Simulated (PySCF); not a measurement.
## Correlation energy of Te (tellurium, neutral)

[Kr] 4d10 5s2 5p4, high-spin 3P determinant. All numbers are calculated (PySCF 2.14, a scalar-relativistic core potential, in aug-cc-pwCVDZ-PP with ECP28MDF (6s5p4d1f, 48 functions)). Frozen: 4s2 4p6 4d10; 6 electrons correlated.

| level | correlation energy (mhartree) |
| --- | --- |
| CCSD | -83.44 |
| (T) | -1.63 |
| CCSD(T) | -85.07 |

Diagnostics: T1 = 0.0087, D1 = 0.0263, largest double amplitude 0.044.

Cost of the coupled-cluster step: about 0.5 core-seconds, for 6 correlated electrons.
